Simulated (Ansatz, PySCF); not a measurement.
A series of H-O bond dissociation energy values:

A. O[SiH2]O -> [O][SiH2]O + H atom
B. O[Si]([SiH3])([SiH3])[SiH3] → [O][Si]([SiH3])([SiH3])[SiH3] + H atom
C. CCC(O)CC → CCC([O])CC + H atom
D. COB(O)O [methoxyboronic acid] -> COB([O])O + H atom

Quantity: bond dissociation energy (enthalpy at 298 K, with B3LYP-D3(BJ) rigid-rotor harmonic-oscillator terms), kJ/mol. Each molecule is optimised on its own at B3LYP-D3(BJ)/def2-TZVP (Ansatz, an electronic-structure program), one conformer each, not searched for the lowest. Frequencies are from Ansatz or PySCF. Correlated levels leave the core frozen unless marked. UHF or UKS for open shells. Spin-orbit coupling is left out. No relativistic terms. CBS marks a two-point X^-3 extrapolation of the correlation energy; Hartree-Fock from the larger set. [CCSD(T)-MP2]/basis is that difference in the basis named.

|  | revPBE-D4/def2-TZVPD (Ansatz + dftd4) | revPBE/def2-TZVPD (Ansatz) | MP2/cc-pV(D+d)Z (Ansatz) | RI-MP2/CBS(cc-pV(T+d)Z,cc-pV(Q+d)Z)+[CCSD(T)-MP2]/cc-pV(T+d)Z (Ansatz) |
|---|---|---|---|---|
| A | 455.7 | 451.0 | 477.2 | … |
| B | 410.2 | 404.8 | 472.5 | … |
| C | 405.0 | 397.1 | 426.5 | … |
| D | 468.4 | 463.4 | 480.5 | … |

Problem. What belongs in the gaps?

Solution. 
- A, RI-MP2/CBS(cc-pV(T+d)Z,cc-pV(Q+d)Z)+[CCSD(T)-MP2]/cc-pV(T+d)Z (Ansatz): 502.6
- B, RI-MP2/CBS(cc-pV(T+d)Z,cc-pV(Q+d)Z)+[CCSD(T)-MP2]/cc-pV(T+d)Z (Ansatz): 469.9
- C, RI-MP2/CBS(cc-pV(T+d)Z,cc-pV(Q+d)Z)+[CCSD(T)-MP2]/cc-pV(T+d)Z (Ansatz): 445.7
- D, RI-MP2/CBS(cc-pV(T+d)Z,cc-pV(Q+d)Z)+[CCSD(T)-MP2]/cc-pV(T+d)Z (Ansatz): 505.7
